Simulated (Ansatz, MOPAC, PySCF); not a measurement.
Lewis adduct: GaH2I (SMILES [GaH2][I]) (first 4 atoms) with H2O (SMILES O); geometry from B3LYP-D3(BJ)/def2-TZVP, rigid monomers moved along the line of their centres of mass till Ga1···O5 is 2.94 Å.
(charge 0, multiplicity 1):
```xyz
7

Ga    -0.0273    -1.2065     1.5089
I     -0.1618     1.0681     0.2849
H      1.3965    -1.8371     1.4839
H     -1.4106    -1.9196     1.6619
O      0.0235    -0.3406     4.3152
H      0.1880     0.5882     4.0833
H     -0.8479    -0.3666     4.7328
```

Counterpoise-corrected where a basis set is named; no monomer relaxation.

Correlated levels freeze the cores. Filled d and f shells under p-block atoms count as core. CBS: X⁻³ extrapolation of the correlation energy, Hartree–Fock from the larger set. The state that PM3, PM6 reach isn't checked.

Codes used: Ansatz (Gaussian orbitals); MOPAC for PM3, PM6 (differences of heats of formation); PySCF for the dispersion terms. Values without a source in brackets are computed. In def2 rows elements past Kr take small-core potentials, without spin–orbit coupling.

| level | interaction energy (kJ/mol) |
|---|---|
| PM3 | -86.7 |
| PM6 | -17.4 |
| HF/def2-TZVPPD | -33.2 |
| PBE-D4/def2-TZVPPD | -38.8 |
| r2SCAN/def2-TZVPPD | -39.7 |
| r2SCAN-D3(BJ)/def2-TZVPPD | … |
| wB97X-V/def2-TZVPPD | -39.8 |
| MP2/def2-TZVPPD | -37.9 |
| CCSD(T)/CBS(def2-SVPD, def2-TZVPPD) | -37.5 |

Question: Fill in the missing entries.

Answer: 
- r2SCAN-D3(BJ)/def2-TZVPPD, interaction energy (kJ/mol): -41.1

Ansatz is an electronic-structure program.
